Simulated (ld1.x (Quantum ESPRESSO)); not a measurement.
**Before and after: TM potential for niobium (Nb)**

```
Element                 : niobium
Generator               : ld1.x (Quantum ESPRESSO) 7.5
Type                    : norm-conserving Troullier–Martins (Kleinman–Bylander form)
Functional              : PBE
Relativity              : scalar-relativistic
Frozen core             : [Kr]
Valence charge          : 5
Reference configuration : 4d4 5s0 5p0 (charge +1)
Partial waves           : 5s (bound, empty): rc 3.15 bohr; 5p (bound, empty): rc 3.75 bohr; 4d (bound): rc 2.70 bohr; 4f channel at -0.05 Ry: rc 3.55 bohr
Local potential         : all-electron potential smoothed inside 3.45 bohr (lloc = -1)
Core correction         : Bessel-smoothed model core inside 2.50 bohr
```

Change: functional LDA (PZ).

Cutoffs: the cutoffs (Ry, on a coarse ladder) from which the occupation-weighted sum of valence levels, in a spherical-Bessel basis at the reference potential, stays within 10 and 1 mRy of its value at 400 Ry; they do not see the model core or the augmentation charge, which bear on the density cutoff. Errors are all-electron minus pseudo energies relative to the spin-unpolarised reference configuration.

Q: Predict the effect on cutoff, ghosts and configuration errors.

A: The potential gets neither clearly harder nor softer (25 Ry and 30 Ry → 25 Ry and 30 Ry); the number of tests with a reliable result goes from 7 to 9; of the 7 tests that both files solve, the error grows in 0 and shrinks in 3 by more than 15 % and 0.3 meV (median size 79.3 → 70.3 meV); neither file shows a bound ghost.

| quantity | base | changed |
| --- | --- | --- |
| cutoff, loose | 25 Ry | 25 Ry |
| cutoff, tight | 30 Ry | 30 Ry |
| bound ghosts | none | none |
| error for 4d4 5s1 5p0, meV [ΔE -6.64 → -6.92 eV] | -7.7 | -6.4 |
| error for 4d3 5s0 5p0, meV [ΔE 14.04 → 14.28 eV] | -101 | -94 |
| error for 4d2 5s0 5p0, meV [ΔE 38.76 → 39.21 eV] | -523 | -485 |
| error for 4d3 5s1 5p0, meV [ΔE 0.38 → 0.29 eV] | -79 | -70 |
| error for 4d4 5s0 5p1, meV [ΔE -3.69 → -3.87 eV] | -3.4 | -2.8 |
| error for 4d3 5s2 5p0, meV [ΔE -7.15 → -7.48 eV] | -105 | -89 |
| error for 4d4 5s0.5 5p0, meV [ΔE -4.00 → -4.15 eV] | -1.9 | -1.6 |
| s: phases at 4.03 bohr within 0.05 rad from the reference energy up to (Ry; the scan ends near 5) | 0.3 | 0.3 |
| p: phases at 4.03 bohr within 0.05 rad from the reference energy up to (Ry; the scan ends near 5) | 0.7 | 0.7 |
| d: phases at 4.03 bohr within 0.05 rad from the reference energy up to (Ry; the scan ends near 5) | 0.1 | 0.1 |
| f: phases at 4.03 bohr within 0.05 rad from the reference energy up to (Ry; the scan ends near 5) | 1.6 | 1.6 |
